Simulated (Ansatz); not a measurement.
Two isomers of CH4BClSi: A = `ClB1C[SiH2]1`, B = `Cl[SiH]1BC1`.

Isolated molecules relaxed with PBE0-D4/def2-TZVP in Ansatz; ΔE leaves out vibrations. CCSD(T)/CBS adds triple-zeta CCSD(T) − MP2 to the extrapolated MP2 energy (def2 sets, frozen cores). DFT in def2-TZVPP. B3LYP here is the variant with VWN-RPA as its local correlation; programs differ in this.

Task: Which isomer does CCSD(T)/CBS put lower? Give the gap. (Best estimate.)

Result: Computed: B, by 4.4 kcal/mol.

Task: Give E(B) − E(A) in kcal/mol with B2PLYP, HF/def2-TZVPP, CCSD(T)/def2-TZVPP, B3LYP, LDA (SPW92), PBE-D4, CCSD/def2-TZVPP. (An estimate is asked.)

Result: The calculation gave: B2PLYP -3.8, HF/def2-TZVPP -2.4, CCSD(T)/def2-TZVPP -3.4, B3LYP -3.6, LDA (SPW92) -2.7, PBE-D4 -3.3, CCSD/def2-TZVPP -3.1. None reverses the order clearly.

Task: Does the order hold for the free energy at 298.15 K (harmonic terms from PBE0-D4)? (An estimate is asked.)

Result: Computed: Yes: G(B) − G(A) = -3.4 kcal/mol.

Largest T1 diagnostic: 0.013.

Leaving LDA and LC-ωPBE aside and taking each functional with its dispersion term where it has one, the values, not all of them listed here, spread over 1.4 kcal/mol, from ωB97M-V to ωB97X-V. LDA lies +0.7 kcal/mol from PBE without D4. At CCSD(T), def2-SVP lies +6.0 kcal/mol from the extrapolated value and def2-TZVPP +0.9 kcal/mol.
